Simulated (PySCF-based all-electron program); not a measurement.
Results of a calculation; reference values are marked as such.
**Force along the bond of I2, singlet**

Method: all-electron DFT (in-house code on PySCF), basis-limit composite values; the spin-free Dirac equation, no spin–orbit coupling, spin-restricted. Forces are good to about 0.030 eV/Å. In part, the full relativistic part was added along one bond alone. A positive force pushes the atoms apart.

```csv
r (Å),PBE (eV/Å)
2.42424,?
2.430,?
2.6936,-0.102
2.700,-0.167
2.96296,?
```

Question: Fill in the missing PBE forces.

Answer: 2.42424 Å: 4.741 eV/Å; 2.430 Å: 4.579 eV/Å; 2.96296 Å: -1.716 eV/Å.

Question: Fit a Morse curve to the forces within 0.84 to 1.25 of the listed length with the smallest force. Where does the force vanish, what is the force constant, and what harmonic wavenumber follows with standard atomic masses?

Answer: PBE: 2.684 Å, 11 eV/Å², about 210 cm⁻¹. The points are far apart, so these are estimates.
